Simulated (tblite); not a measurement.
Problem. What does the GFN2-xTB structure of `N#C/[C]=C\[SiH2]CC[SiH3]` [radical] look like in three dimensions? (Doublet state.)

Solution. 
```
atom  x, y, z in Å
N1     2.3944    2.2311    1.9335
C2     2.3597    1.3933    1.1202
C3     2.4050    0.4092    0.2319
C4     2.0959   -0.3872   -0.7326
Si5    0.4455   -0.2549   -1.7122
C6    -0.8704   -1.1904   -0.7046
C7    -0.9954   -0.7725    0.7630
Si8   -1.6728    0.9846    1.0567
H9     2.7480   -1.2003   -1.0251
H10    0.1215    1.1566   -1.9089
H11    0.6946   -0.9333   -2.9906
H12   -1.8380   -1.0671   -1.1963
H13   -0.6441   -2.2610   -0.7493
H14   -0.0214   -0.8664    1.2489
H15   -1.6527   -1.4853    1.2690
H16   -2.8662    1.1610    0.2208
H17   -2.0405    1.1023    2.4672
H18   -0.6717    1.9865    0.6968
```

Any rigid rotation of these coordinates is as good. Atoms count from 1 in this order. Si8 (silicon bonded to C and 3 H) is tetrahedral (angles from 108.2° to 110.8°). The C–Si distances run from 1.903 Å (Si5–C6, drawn single) to 1.924 Å (C4–Si5, drawn single), a spread of 0.021 Å. Si5 (silicon bonded to 2 C and 2 H) is distorted tetrahedral (angles from 105.4° to 113.1°). The 3 C–C bonds span 1.288 Å (C3=C4, drawn double) to 1.531 Å (C6–C7, drawn single), a spread of 0.243 Å.

Bonds between heavy atoms (Å): N1≡C2 1.168, C2–C3 1.327, C3=C4 1.288, C4–Si5 1.924, Si5–C6 1.903, C6–C7 1.531, C7–Si8 1.906.

Computed geometry: GFN2-xTB, gas phase. This method treats the open shell by occupation alone, without spin polarisation.

Point group: C1 (no symmetry element, even within 0.4 Å). Its lowest GFN2-xTB frequency is 13i cm⁻¹, too small to tell a flat minimum from a shallow saddle. Torsions: C3–C4–Si5–C6 -84°, C4–Si5–C6–C7 53°, Si5–C6–C7–Si8 68°.

One conformer stands for the species.
